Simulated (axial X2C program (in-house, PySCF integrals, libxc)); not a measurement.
Potential curves of CaGe, two-component

Computed with an in-house relativistic program for diatomic molecules. Two-component (2c) means X2C with spin–orbit coupling and atomic mean-field two-electron Coulomb and Gaunt terms. Basis: Ge dyall-cv3z [9s9p7d4f1g], Ca dyall-cv3z [11s12p6d4f] (cores contracted in-house); Gaussian nuclei, density fitting, unrestricted open shells. Masses: Ge 73.921 u, Ca 39.963 u.

State: Ω = 1 (⟨Sz⟩ = 1.00, ⟨Lz⟩ = 0.00 at PBE0). Energies in eV from the lowest point of each curve. Fits are polynomials in 1 − R0/R over 0.85 to 1.23 times the lowest point R0.

```tsv
R (Å)	PBE0	CCSD(T)	BP86
2.4490	0.4430		0.4053
2.5617	0.1849	0.3535	0.1613
2.6461	0.0740	0.1853	0.0595
2.7306	0.0164	0.0786	0.0097
2.8150	0.0000	0.0206	0.0000
2.9135	0.0198	0.0000	0.0263
3.0121	0.0700	0.0174	0.0817
3.1387	0.1642	0.0785	0.1806
3.2935	0.3054		0.3253
3.5187	0.5279		0.5497
```

Correlated methods: 6 electrons correlated (number of frozen shells: Ge 3 s, 2 p, 1 d; Ca 3 s, 2 p), 288 virtual spin orbitals or spinors in MP2, 81 natural virtuals in coupled cluster.

One determinant describes the state; a PBE0 search over occupations chose it and may have missed a lower one. Density functionals use the spin component along the axis (collinear). Coupled cluster ran in a truncated set of natural virtual spinors; the MP2 energy of the rest was added. (T) has no such correction and the atoms are truncated less, which lowers De at CCSD(T) by a hundredth of an eV or more. Other states lie close and PBE0, whose exact exchange favours high spin, may order them wrongly; the determinant shown need not be the ground state. The nearest other 2c determinant of the search, Ω = 2, lies 0.44 eV up at the distance of the search. With several unpaired electrons one determinant need not be a pure state. The outer-core s and p shells of the metal are frozen in the correlated rows, which leaves out core–valence correlation; for alkali and alkaline-earth bonds that tends to lengthen them. Open-shell Ω = 0 determinants with evenly filled partner blocks cannot be reached by this program, so the Ω shown need not be the lowest component. This is the Ω = 1 component of a π² triplet; the 0⁺ component is not one determinant and can lie lowest. The determinant is spin-polarised beyond a pure state at some levels (its spin-free form has ⟨S²⟩ too high), which makes Re and μ there less reliable. With the outer-core shells frozen, correlated bond lengths of heavy atoms tend to come out a few hundredths of an ångström too long. Coupled cluster ran on the points near the minimum only. MP2 and coupled cluster on one determinant become unreliable at the stretched end.

**Question.** Fit the PBE0 curve near its minimum: give the equilibrium distance and the harmonic wavenumber.

**Answer.** At PBE0, 2c: Re = 2.813 Å, ωe ≈ 215 cm⁻¹; Be follows as 0.0821 cm⁻¹.

**Question.** What are Re and ωe at the CCSD(T) level?

**Answer.** At CCSD(T), 2c: Re = 2.913 Å, ωe ≈ 202 cm⁻¹; Be follows as 0.0766 cm⁻¹.

**Question.** What are Re and ωe at the BP86 level?

**Answer.** At BP86, 2c: Re = 2.796 Å, ωe ≈ 217 cm⁻¹; Be follows as 0.0831 cm⁻¹.
